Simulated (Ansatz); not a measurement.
Ansatz (a first-principles code) input (B3LYP/6-31G* with LANL2DZ past Ar): The .json file joins the Basis Set Exchange's 6-31G* for atoms up to Ar and LANL2DZ past it.

Ansatz 0.2 input:
```yaml
crystal:
  periodic: [false, false, false]
  atoms:
    - {symbol: Bi, position_ang: [-0.00000000, 0.00000000, -0.00000000]}
    - {symbol: F, position_ang: [-1.76855758, -1.28239615, 0.00432289]}
    - {symbol: F, position_ang: [-0.22619998, 2.17255446, -0.03457102]}
    - {symbol: F, position_ang: [1.99475756, -0.89015832, 0.03024813]}
basis:
  gaussian:
    orbitals: 6-31Gs+LANL2DZ.json
hamiltonian:
  xc: {name: B3LYP}
total_charge: -1
magnetization: {spin_polarized: true, initial_magnetization: 1}
relax: {f_tol: 0.003, max_steps: 120}
```

From the last part of the output:

```
relax step   2: F+E_penalty+E_count = -8300.37306041 eV  Δ(F+E_penalty+E_count) = -1.045e-1 eV  max|allowed force component| = 4.282e-1 eV/Å  Δτ_max = 0.1041 Å  (28 SCF iters, accepted)
these checks for a lower state are left out or cut short: starts, cluster_reference, orbital_swaps, neighbouring_geometries, increment
integrals: 0.01 GiB planned
541 factors; integrals over basis functions are off by at most 1.8e-4 eV
mean field: 0.19 GiB planned
mean field -8300.38994668 eV, -305.0337043341 hartree, gradient 2.1e-5 eV, S^2 0.750591; 0 other end points of the search recorded, 0 dependent functions left out
the calculation of the forces begins
reference -8300.39014994 eV, -305.0337118039 hartree; 17, 16 occupied and 36, 37 virtual orbitals, 541 factors
relax step   3: F+E_penalty+E_count = -8300.38994668 eV  Δ(F+E_penalty+E_count) = -1.689e-2 eV  max|allowed force component| = 1.122e-2 eV/Å  Δτ_max = 0.0262 Å  (30 SCF iters, accepted)
these checks for a lower state are left out or cut short: starts, cluster_reference, orbital_swaps, neighbouring_geometries, increment
integrals: 0.01 GiB planned
541 factors; integrals over basis functions are off by at most 1.8e-4 eV
mean field: 0.19 GiB planned
mean field evaluation 32: about -8300.3636 eV, gradient 7.6e-2 eV
mean field -8300.38996045 eV, -305.0337048401 hartree, gradient 3.3e-5 eV, S^2 0.750592; 0 other end points of the search recorded, 0 dependent functions left out
the calculation of the forces begins
reference -8300.39016371 eV, -305.0337123097 hartree; 17, 16 occupied and 36, 37 virtual orbitals, 541 factors
relax step   4: F+E_penalty+E_count = -8300.38996045 eV  Δ(F+E_penalty+E_count) = -1.377e-5 eV  max|allowed force component| = 7.323e-4 eV/Å  Δτ_max = 0.0010 Å  (22 SCF iters, accepted)
integrals: 0.01 GiB planned
541 factors; integrals over basis functions are off by at most 1.8e-4 eV
mean field: 0.19 GiB planned
mean field -8300.38996045 eV, -305.0337048401 hartree, gradient 3.3e-5 eV, S^2 0.750592; 1 other end points of the search recorded, 0 dependent functions left out
the calculation of the forces begins
reference -8300.39016371 eV, -305.0337123097 hartree; 17, 16 occupied and 36, 37 virtual orbitals, 541 factors
Total energy: -8300.39016371 eV, -305.0337123097 hartree
Atom 0 at    -0.000244    -0.000177     0.000001 Å, force     0.000394     0.000286    -0.000001 eV/Å
Atom 1 at    -1.706275    -1.237235     0.004171 Å, force    -0.000732    -0.000531     0.000002 eV/Å
Atom 2 at    -0.217733     2.095610    -0.033343 Å, force     0.000496    -0.000329     0.000009 eV/Å
Atom 3 at     1.924252    -0.858198     0.029172 Å, force    -0.000158     0.000574    -0.000010 eV/Å
Dipole moment:    -0.000237    -0.000172     0.000001 e Å
```

The dipole moment of an ion depends on the origin.
